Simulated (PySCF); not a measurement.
Cr(Bz)(CO)3, C₉H₆CrO₃, singlet (GFN2-xTB optimised geometry):

```
19

Cr    -0.098    -0.471     0.000
C      0.873     1.315    -1.012
C      1.741     0.854     0.000
C      2.173    -0.471     0.000
C      1.731    -1.355    -1.006
C      0.873    -0.902    -2.008
C      0.437     0.440    -2.006
H      0.605     2.364    -1.052
H      2.135     1.554     0.728
H      2.901    -0.808     0.728
H      2.125    -2.364    -1.044
H      0.595    -1.556    -2.825
H     -0.170     0.806    -2.825
O     -2.901    -1.221    -0.662
C     -1.805    -0.926    -0.451
O     -1.589     0.955     2.145
C     -0.983     0.439     1.308
O     -0.573    -2.684     1.933
C     -0.345    -1.842     1.177
```

Computed with PBE0/def2-SVP (PySCF).

Question: What are the frontier orbital energies and the dipole moment?

Answer: HOMO-2 -6.34 eV, HOMO-1 -5.94 eV, HOMO -5.94 eV, LUMO -1.02 eV, LUMO+1 -1.02 eV; dipole moment 6.13 D.

On the same geometry PySCF with PBE/def2-SVP gives HOMO-2 -5.14 eV, HOMO-1 -4.93 eV, HOMO -4.93 eV, LUMO -1.87 eV, LUMO+1 -1.87 eV; dipole moment 5.71 D.

Meta-Löwdin charges at PBE0/def2-SVP: Cr1 0.22, C2 -0.13, C3 -0.12, C4 -0.13, C5 -0.12, C6 -0.13, C7 -0.12, H8 0.13, H9 0.13, H10 0.13, H11 0.13, H12 0.13, H13 0.13, O14 -0.25, C15 0.17, O16 -0.25, C17 0.17, O18 -0.25, C19 0.17.
